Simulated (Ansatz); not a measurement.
`Cc1cc(-c2sc(C(F)(F)F)cc2C)sc1-c1cc(C)c(C(F)(F)F)s1` with charge +1. Charge 1, multiplicity 2. Geometry PBE-D4/def2-SVP, that of the neutral singlet; atoms count from 1.

```xyz
38

C    -1.4597    2.4577   -1.7847
C    -0.9464    1.1696   -1.2098
C    -1.2439   -0.1029   -1.7630
C    -0.6809   -1.1853   -1.0856
C    -0.7850   -2.5889   -1.4139
S    -1.5477   -3.0313   -2.9301
C    -1.3277   -4.7206   -2.6064
C    -1.7619   -5.7590   -3.5925
F    -1.6695   -6.9962   -3.0533
F    -1.0009   -5.7477   -4.7166
F    -3.0439   -5.5708   -3.9924
C    -0.6918   -4.9296   -1.3978
C    -0.3717   -3.7278   -0.7014
C     0.3158   -3.7094    0.6335
S     0.2442   -0.6060    0.2840
C    -0.1288    1.0680   -0.0705
C     0.4129    2.0874    0.7981
C     1.2616    1.9081    1.8954
C     1.6268    3.1078    2.5621
C     2.5377    3.1799    3.7558
C     1.0415    4.2159    1.9529
C     1.1714    5.6438    2.3727
F     2.4698    6.0412    2.4241
F     0.5224    6.4720    1.5201
F     0.6600    5.8580    3.6156
S     0.0592    3.7902    0.5886
H    -2.0689    2.2694   -2.6892
H    -2.0945    3.0095   -1.0592
H    -0.6318    3.1412   -2.0697
H    -1.8753   -0.2293   -2.6544
H    -0.4640   -5.9339   -1.0160
H     1.3275   -3.2543    0.5713
H     0.4358   -4.7375    1.0252
H    -0.2539   -3.1233    1.3850
H     1.6174    0.9168    2.2113
H     2.0940    3.7976    4.5613
H     3.5068    3.6485    3.4881
H     2.7432    2.1714    4.1614
```

Single mean-field runs in def2-TZVP are fitted with def2-universal-jkfit.

Q: Estimate the Mulliken populations of the heavy atoms from the PBE0/def2-TZVP orbitals of Ansatz.

A: 
| atom | charge (e) | spin (α − β) |
| --- | --- | --- |
| C1 | -0.41 | -0.01 |
| C2 | 0.04 | 0.03 |
| C3 | -0.18 | 0.05 |
| C4 | 0.21 | 0.18 |
| C5 | 0.00 | 0.01 |
| S6 | 0.09 | -0.01 |
| C7 | -0.03 | 0.17 |
| C8 | 0.43 | -0.01 |
| F9 | -0.14 | 0.00 |
| F10 | -0.14 | 0.00 |
| F11 | -0.14 | 0.00 |
| C12 | -0.15 | -0.05 |
| C13 | 0.02 | 0.13 |
| C14 | -0.42 | -0.01 |
| S15 | 0.02 | -0.05 |
| C16 | 0.17 | 0.22 |
| C17 | 0.05 | 0.00 |
| C18 | -0.22 | 0.14 |
| C19 | 0.04 | -0.06 |
| C20 | -0.41 | 0.00 |
| C21 | -0.01 | 0.24 |
| C22 | 0.44 | -0.01 |
| F23 | -0.14 | 0.01 |
| F24 | -0.14 | 0.00 |
| F25 | -0.14 | 0.01 |
| S26 | 0.09 | 0.00 |
Mulliken values depend strongly on the basis.

Q: Where does the spin sit?

A: Summed by element: C 1.04, S -0.07, F 0.02, H 0.01, of 1 unpaired in all. Largest on single atoms: C21 0.24, C16 0.22, C4 0.18.

Q: And the Mayer bond orders between heavy atoms (over 0.3)?

A: C1–C2 0.96 (1.50 Å); C2–C3 1.45 (1.42 Å); C2–C16 1.22 (1.41 Å); C3–C4 1.27 (1.40 Å); C4–C5 1.07 (1.45 Å); C4–S15 1.22 (1.75 Å); C5–S6 1.24 (1.75 Å); C5–C13 1.30 (1.41 Å); S6–C7 1.30 (1.73 Å); C7–C8 1.00 (1.50 Å); C7–C12 1.48 (1.38 Å); C8–F9 1.16 (1.35 Å); C8–F10 1.16 (1.36 Å); C8–F11 1.16 (1.36 Å); C12–C13 1.32 (1.43 Å); C13–C14 0.95 (1.50 Å); S15–C16 1.26 (1.75 Å); C16–C17 1.11 (1.44 Å); C17–C18 1.32 (1.40 Å); C17–S26 1.24 (1.75 Å); C18–C19 1.38 (1.42 Å); C19–C20 0.97 (1.50 Å); C19–C21 1.42 (1.39 Å); C21–C22 1.01 (1.49 Å); C21–S26 1.29 (1.73 Å); C22–F23 1.15 (1.36 Å); C22–F24 1.15 (1.35 Å); C22–F25 1.15 (1.36 Å).
